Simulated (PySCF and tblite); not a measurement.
Results of a calculation; reference values are marked as such.
Stationary points of C₆H₅N at PBE0-D3(BJ)/def2-SVP, in Å:

Structure A

```
 1 N     3.535    0.073    0.039
 2 C     2.376    0.044    0.026
 3 C     0.950    0.027    0.009
 4 C     0.166   -1.081    0.042
 5 C    -1.261   -0.654    0.007
 6 C    -1.190    0.838   -0.050
 7 C     0.101    1.226   -0.049
 8 H     0.512   -2.114    0.087
 9 H    -1.794   -1.082   -0.863
10 H    -1.816   -1.013    0.895
11 H    -2.062    1.491   -0.086
12 H     0.484    2.245   -0.084
```

Structure B

```
 1 N     3.513    0.066   -0.143
 2 C     2.357    0.052   -0.057
 3 C     0.934    0.035    0.053
 4 C     0.160   -1.115    0.296
 5 C    -1.192   -0.735    0.270
 6 C    -1.230    0.721   -0.006
 7 C     0.099    1.153   -0.134
 8 H     0.541   -2.123    0.445
 9 H    -1.415   -0.209   -0.904
10 H    -2.062   -1.338    0.528
11 H    -2.133    1.330    0.021
12 H     0.427    2.163   -0.369
```

Geometries: PBE0-D3(BJ)/def2-SVP; energies: PBE0/pcSseg-1 + D3(BJ); zero-point and thermal terms from GFN2-xTB harmonic modes (soft modes blended into free rotors).

Which structure is a saddle point, and along which motion?

B: one imaginary mode (1129i cm⁻¹ at GFN2-xTB, mostly on H9, C6, C5), along the shift of hydrogen on C5 from C5 to C6.

Give their symmetry and energies above the lowest.

A Cs, 0.0 kcal/mol; B Cs, 25.0 kcal/mol.

Tunnelling of the moving H, left out here, will speed the real process.
